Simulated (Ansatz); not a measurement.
Geometry optimisation, Ansatz 0.2.0, RHF/def2-SVP.

The input (input.yaml):

```yaml
crystal:
  periodic: [false, false, false]
  atoms:
    - { symbol: Ge, position_ang: [0.0, 0.0, 0.0] }
    - { symbol: F, position_ang: [0.0, 0.0, 2.03] }
    - { symbol: F, position_ang: [1.5842, 0.0, -0.5594] }
    - { symbol: F, position_ang: [-0.7913, 1.3709, -0.5594] }
    - { symbol: O, position_ang: [-0.8337, -1.4443, -0.5894] }
    - { symbol: H, position_ang: [-1.2883, -1.91, 0.183] }
    - { symbol: O, position_ang: [1.0804, -1.6406, 0.6527] }
    - { symbol: Al, position_ang: [0.4764, -3.3147, 0.6824] }
    - { symbol: H, position_ang: [1.0732, -4.3766, -0.2922] }
    - { symbol: H, position_ang: [-0.6497, -3.7201, 1.683] }
    - { symbol: H, position_ang: [0.6544, -0.9938, 1.7453] }
basis:
  gaussian: { orbitals: def2-SVP }
hamiltonian:
  xc: hf
relax:
  f_tol: 0.15
  max_steps: 25
  restrain:
    - { distance: [0, 6], at: 1.77, k: 30.0 }
    - { distance: [10, 1], at: 0.92, k: 30.0 }
    - { distance: [0, 1], at: 2.88, k: 30.0 }
    - { distance: [10, 6], at: 2.21, k: 30.0 }
output:
  orbitals: {}
```

Launched with:

```bash
$ ansatz run input.yaml --threads 4 --pin off --max-ram 5120MiB --backend cpu --events-out ev --progress --plain --runs-dir out
```

Problem. Where does it end, and by what steps?

Solution. The run converged. The restraints hold the end off the free minimum. After 22 steps the energy has fallen by 4.796 eV (the restraints' own energy left out); F4 moved furthest, 2.08 Å. Parted: Ge1–F2 (2.03 → 2.88 Å). Joined: F2–H11 (1.22 → 0.91 Å).

```
step  energy less start (eV)  largest force component (eV/Å)  accepted
   0                  0.0000                           7.005       yes
   1                  0.0721                           4.683       yes
   2                 -0.4994                           3.807       yes
   3                 -1.7143                           2.270       yes
   4                 -2.7227                           1.433       yes
   5                 -3.2177                           0.952       yes
   6                 -3.6186                           1.616       yes
   7                 -3.9208                           1.178       yes
   8                 -4.1299                           0.803       yes
   9                 -4.2265                           0.889       yes
  10                 -4.3122                           0.742       yes
  11                 -4.4004                           1.122       yes
  12                 -4.4811                           0.998       yes
  13                 -4.5476                           0.769       yes
  14                 -4.5607                           1.500       yes
  15                 -4.6564                           0.505       yes
  16                 -4.7031                           0.564       yes
  17                 -4.7282                           0.736       yes
  18                 -4.7714                           0.898       yes
  19                 -4.7887                           0.743       yes
  20                 -4.7394                           1.836        no
  21                 -4.7873                           0.694       yes
  22                 -4.7963                           0.732       yes
```

```xyz
11
Properties=species:S:1:pos:R:3
Ge 0.193 -0.587 -0.412
F -1.249 -0.276 2.067
F 0.976 -0.905 -1.881
F 1.019 0.735 0.255
O -1.443 -0.239 -0.777
H -1.990 -0.041 -0.028
O 0.449 -1.953 0.639
Al 1.170 -3.488 0.871
H 2.030 -4.127 -0.272
H 0.880 -4.146 2.268
H -0.729 -1.002 2.245
```

Run time: 48 s on 4 threads of Arm Neoverse V1, with other jobs on the host, peak memory 0.39 GiB.
